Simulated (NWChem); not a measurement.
System: C₆H₁₀; SMILES C#CCCCC

NWChem input:

```
start job
memory heap 200 mb stack 900 mb global 1100 mb
geometry units angstroms
  C      0.863180    -2.514372     0.117005
  C      0.050704    -1.667291    -0.184055
  C     -0.923700    -0.639352    -0.532335
  C     -1.011301     0.507117     0.484368
  C      0.284463     1.286517     0.689463
  C      0.787874     2.015186    -0.547922
  H      1.580243    -3.270312     0.377791
  H     -1.914893    -1.113113    -0.634537
  H     -0.678074    -0.244326    -1.533294
  H     -1.341842     0.092151     1.450657
  H     -1.809128     1.193529     0.151139
  H      0.121436     2.015766     1.500937
  H      1.063192     0.595528     1.055775
  H      1.057545     1.317777    -1.356691
  H      1.688105     2.606719    -0.321788
  H      0.028101     2.708566    -0.945177
end
basis spherical
  * library def2-svp
end
dft
  xc becke88 lyp
  iterations 150
end
driver
  maxiter 120
end
task dft optimize
task dft freq
```

NWChem printed, in part:

```
             Northwest Computational Chemistry Package (NWChem) 7.3.0
             --------------------------------------------------------

 C1  symmetry detected

                             Geometry "geometry" -> ""
                             -------------------------

 Output coordinates in angstroms (scale by  1.889725989 to convert to a.u.)

  No.       Tag          Charge          X              Y              Z
 ---- ---------------- ---------- -------------- -------------- --------------
    1 C                    6.0000     0.83335099    -2.51394717     0.21079474
    2 C                    6.0000     0.04654087    -1.66667044    -0.15163121
    3 C                    6.0000    -0.89774634    -0.63828490    -0.57372783
    4 C                    6.0000    -1.03659978     0.52557934     0.41717573
    5 C                    6.0000     0.25064744     1.29972333     0.68592904
    6 C                    6.0000     0.83183845     2.00425679    -0.53117918
    7 H                    1.0000     1.52798975    -3.27014083     0.52588538
    8 H                    1.0000    -1.88472860    -1.10713064    -0.72672452
    9 H                    1.0000    -0.59038887    -0.26168395    -1.56468681
   10 H                    1.0000    -1.42682299     0.12902278     1.36882551
   11 H                    1.0000    -1.80810376     1.21157832     0.02612852
   12 H                    1.0000     0.04547012     2.04350132     1.47432521
   13 H                    1.0000     1.00109694     0.60982748     1.10894014
   14 H                    1.0000     1.14355176     1.29165440    -1.31107771
   15 H                    1.0000     1.72158728     2.59352884    -0.26179247
   16 H                    1.0000     0.10215860     2.69590058    -0.98399100

 Effective nuclear repulsion energy (a.u.)     217.8217507950

                                Z-matrix (autoz)
                                --------

 Units are Angstrom for bonds and degrees for angles

[...]

      ----------------------
      Optimization converged
      ----------------------

  Step       Energy      Delta E   Gmax     Grms     Xrms     Xmax
  ---- ---------------- -------- -------- -------- -------- --------
@   14    -234.27912859 -5.8D-07  0.00007  0.00002  0.00054  0.00157
                                     ok       ok       ok       ok

                                Z-matrix (autoz)
                                --------

 Units are Angstrom for bonds and degrees for angles

[...]

 Rotational Constants
 --------------------
 A=   0.200590 cm-1  (  0.288597 K)
 B=   0.065004 cm-1  (  0.093524 K)
 C=   0.058528 cm-1  (  0.084207 K)

 Temperature                      =   298.15K
 frequency scaling parameter      =   1.0000

 Zero-Point correction to Energy  =   86.074 kcal/mol  (  0.137168 au)
 Thermal correction to Energy     =   90.842 kcal/mol  (  0.144766 au)
 Thermal correction to Enthalpy   =   91.434 kcal/mol  (  0.145710 au)

 Total Entropy                    =   84.464 cal/mol-K
   - Translational                =   39.112 cal/mol-K (mol. weight =  82.0782)
   - Rotational                   =   27.137 cal/mol-K (symmetry #  =        1)
   - Vibrational                  =   18.214 cal/mol-K

 Cv (constant volume heat capacity) =   27.250 cal/mol-K
   - Translational                  =    2.979 cal/mol-K
   - Rotational                     =    2.979 cal/mol-K
   - Vibrational                    =   21.291 cal/mol-K

[normal modes left out]

 ----------------------------------------------------------------------------
 Normal Eigenvalue ||           Projected Infra Red Intensities
  Mode   [cm**-1]  || [atomic units] [(debye/angs)**2] [(KM/mol)] [arbitrary]
 ------ ---------- || -------------- ----------------- ---------- -----------
    1       -0.000 ||    0.000003           0.000         0.003       0.003
    2       -0.000 ||    0.000006           0.000         0.006       0.006
    3        0.000 ||    0.000037           0.001         0.036       0.039
    4        0.000 ||    0.000074           0.002         0.073       0.078
    5        0.000 ||    0.000053           0.001         0.052       0.056
    6        0.000 ||    0.000028           0.001         0.027       0.029
    7       52.673 ||    0.000063           0.001         0.062       0.066
    8      127.493 ||    0.000182           0.004         0.177       0.192
    9      185.853 ||    0.000418           0.010         0.408       0.441
   10      234.825 ||    0.000119           0.003         0.116       0.126
   11      306.008 ||    0.001353           0.031         1.319       1.425
   12      343.397 ||    0.006038           0.139         5.886       6.363
   13      408.382 ||    0.000774           0.018         0.755       0.816
   14      534.358 ||    0.004292           0.099         4.184       4.523
   15      645.699 ||    0.038478           0.888        37.510      40.547
   16      655.559 ||    0.034973           0.807        34.094      36.854
   17      720.975 ||    0.005436           0.125         5.300       5.729
   18      778.909 ||    0.001439           0.033         1.403       1.516
   19      817.814 ||    0.001476           0.034         1.439       1.556
   20      900.077 ||    0.001156           0.027         1.127       1.218
   21      922.232 ||    0.000247           0.006         0.240       0.260
   22      961.810 ||    0.000601           0.014         0.586       0.633
   23     1048.331 ||    0.000224           0.005         0.219       0.236
   24     1069.348 ||    0.000622           0.014         0.606       0.655
   25     1085.522 ||    0.000761           0.018         0.742       0.802
   26     1177.920 ||    0.000951           0.022         0.927       1.002
   27     1214.711 ||    0.000139           0.003         0.135       0.146
   28     1274.214 ||    0.000425           0.010         0.414       0.447
   29     1299.814 ||    0.008848           0.204         8.626       9.324
   30     1329.253 ||    0.009493           0.219         9.254      10.004
   31     1341.599 ||    0.004177           0.096         4.072       4.402
   32     1362.648 ||    0.005026           0.116         4.900       5.297
   33     1401.806 ||    0.004935           0.114         4.811       5.200
   34     1418.062 ||    0.002859           0.066         2.787       3.013
   35     1422.781 ||    0.000512           0.012         0.499       0.540
   36     1435.511 ||    0.006099           0.141         5.945       6.426
   37     1441.803 ||    0.003444           0.079         3.358       3.630
   38     2149.987 ||    0.004843           0.112         4.721       5.103
   39     2938.833 ||    0.009595           0.221         9.354      10.111
   40     2943.646 ||    0.024503           0.565        23.887      25.820
   41     2947.584 ||    0.040063           0.924        39.055      42.217
   42     2949.857 ||    0.017703           0.408        17.257      18.655
   43     2971.155 ||    0.012144           0.280        11.838      12.796
   44     2983.298 ||    0.017174           0.396        16.742      18.098
   45     2995.117 ||    0.040012           0.923        39.005      42.163
   46     3018.200 ||    0.043052           0.993        41.970      45.367
   47     3024.752 ||    0.038278           0.883        37.316      40.337
   48     3396.874 ||    0.062378           1.439        60.809      65.732
 ----------------------------------------------------------------------------
```

Level: BLYP/def2-SVP.
